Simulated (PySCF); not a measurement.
Stationary points of H2SeO2

Level of theory: PySCF, PBE0, basis Se def2-TZVP, O def2-TZVP, H def2-TZVP (no relativity, density fitting).

Relaxations began from a few typed shapes. The search is not exhaustive: other isomers or separated fragments can lie lower, and high-lying points may rest on an excited occupation.

| spin | group | bonds | angles | imaginary modes (cm⁻¹) | ΔE (kJ/mol) | ΔE with ZPE (kJ/mol) |
| --- | --- | --- | --- | --- | --- | --- |
| singlet | C2v | Se–H 1.501 Å (×2), Se–O 1.600 Å (×2) | H–Se–H 99.3°, H–Se–O 108.2° (×4), O–Se–O 122.5° | none | 0.0 | 0.0 |
| singlet | D2h | Se–H 1.517 Å (×2), Se–O 1.641 Å (×2) | H–Se–H 180.0°, H–Se–O 90.0° (×4), O–Se–O 180.0° | 508i | 242.0 | – |
| singlet | C2v | Se–H 1.557 Å (×2), Se–O 1.638 Å (×2) | H–Se–H 87.5°, H–Se–O 85.1° (×2), H–Se–O 172.7° (×2), O–Se–O 102.2° | 1153i | 324.5 | – |

The lowest minimum found is the singlet C2v: Se–H 1.501 Å (×2), Se–O 1.600 Å (×2); H–Se–H 99.3°, H–Se–O 108.2° (×4), O–Se–O 122.5°.

Counting electrons, selenium keeps none of its valence electrons outside its bonds, so the VSEPR class is AX4 and the expected shape is tetrahedral; with unlike ligands the computed point group is C2v.
